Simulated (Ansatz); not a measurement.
Two members of one family (Series [GeX3]-), computed with Ansatz in the gas phase. A dash marks a value that wasn't run or was left out as unsound. The structures are stationary points that may keep the symmetry of their start.

First: [GeBr3]- (singlet, charge -1, PBE0-D4/def2-SVPD geometry).

```tsv
atom	x (Å)	y (Å)	z (Å)
Ge1	-0.045	-0.594	-0.678
Br2	-2.136	0.057	0.495
Br3	0.846	1.680	-1.130
Br4	1.335	-1.143	1.313
```

```
                 level  HOMO (eV)  vertical IE (eV)
LDA (SPW92)/def2-TZVPD      -1.88                 –
      PBE-D4/def2-SVPD      -1.74                 –
     PBE-D4/def2-TZVPD      -1.69              4.13
   B3LYP-D4/def2-TZVPD      -2.49                 –
    PBE0-D4/def2-TZVPD      -2.63              4.31
```

Second: [GeCl3]- (singlet, charge -1, PBE0-D4/def2-SVPD geometry).

| atom | x (Å) | y (Å) | z (Å) |
| --- | --- | --- | --- |
| Ge1 | -0.652 | 0.427 | -0.377 |
| Cl2 | 0.767 | 1.548 | 1.085 |
| Cl3 | 0.990 | -0.568 | -1.691 |
| Cl4 | -1.105 | -1.407 | 0.983 |

Q: Estimate the same table for the second.

A: 
| level | HOMO (eV) | vertical IE (eV) |
| --- | --- | --- |
| LDA (SPW92)/def2-TZVPD | -1.77 | – |
| PBE-D4/def2-SVPD | -1.68 | – |
| PBE-D4/def2-TZVPD | -1.59 | 4.24 |
| B3LYP-D4/def2-TZVPD | -2.45 | – |
| PBE0-D4/def2-TZVPD | -2.58 | 4.42 |
